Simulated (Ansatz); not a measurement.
Program: Ansatz. Geometries: PBE0-D4/def2-TZVP. ΔE: electronic, gas phase. CBS: MP2 limit from def2 TZ/QZ plus the TZ coupled-cluster correction, frozen cores. This one scheme is used for every species. DFT in def2-TZVPP. For Br outer-core shells are correlated without core-valence functions, which leaves a few kJ/mol of doubt a bond. Scalar relativity is left out up to krypton. Each species was taken in one conformer, which may not be the lowest.

Consider the formal exchange of groups at the Si–Br bond: `N[Si](N)(O)Br` + `C=C` → `C=C[Si](N)(N)O` + HBr.

`N[Si](N)(O)Br`:

Z-matrix (Å, degrees):
```
Si
N 1 1.693
O 1 1.637 2 120.0
N 1 1.687 2 108.2 3 118.7
Br 1 2.252 2 102.9 3 -116.5
H 2 1.005 1 121.6 3 91.0
H 2 1.007 1 121.0 3 -63.9
H 3 0.958 1 116.4 2 -87.1
H 4 1.006 1 120.7 2 45.8
H 4 1.006 1 120.6 2 -163.5
```

`C=C`:

Z-matrix (Å, degrees):
```
C
C 1 1.323
H 1 1.085 2 121.7
H 1 1.085 2 121.7 3 -180.0
H 2 1.085 1 121.7 3 -0.0
H 2 1.085 1 121.7 3 -180.0
```

`C=C[Si](N)(N)O`:

Cartesian coordinates in Å:
```
C -1.490 -0.563 1.605
C -0.187 -0.472 1.349
Si 0.514 0.187 -0.239
N -0.652 1.237 -0.917
N 0.871 -0.912 -1.510
O 1.964 0.811 0.242
H -2.233 -0.235 0.883
H -1.873 -0.967 2.538
H 0.508 -0.818 2.113
H -1.141 1.907 -0.347
H -0.571 1.542 -1.872
H 0.114 -1.382 -1.981
H 1.666 -1.524 -1.414
H 2.509 1.190 -0.449
```

HBr:

```xyz
2

Br   -0.397    0.532    0.253
H     0.397   -0.532   -0.253
```

```json
{"level": "B2PLYP", "ΔE (kJ/mol)": "106.9"}
{"level": "SCS-MP2/def2-TZVPP", "ΔE (kJ/mol)": "104.6"}
{"level": "HF/CBS(def2)", "ΔE (kJ/mol)": "116.7"}
{"level": "CCSD/CBS(def2)", "ΔE (kJ/mol)": "108.6"}
```

Problem. What does CCSD(T)/CBS give? (An estimate is asked.)

Solution. Computed: +106.8 kJ/mol. The listed levels differ from it by 0.1, -2.2, 9.9, 1.8 kJ/mol.

Largest T1 diagnostic among the species: 0.011.

From PBE to PBE0 (25 % exact exchange), in def2-TZVPP and without D4, ΔE moves by +3.7 kJ/mol. In def2-TZVPP, CCSD(T) changes the Hartree–Fock value by −16.8 kJ/mol (the triples alone add −1.8 kJ/mol) and MP2 by −11.2 kJ/mol.
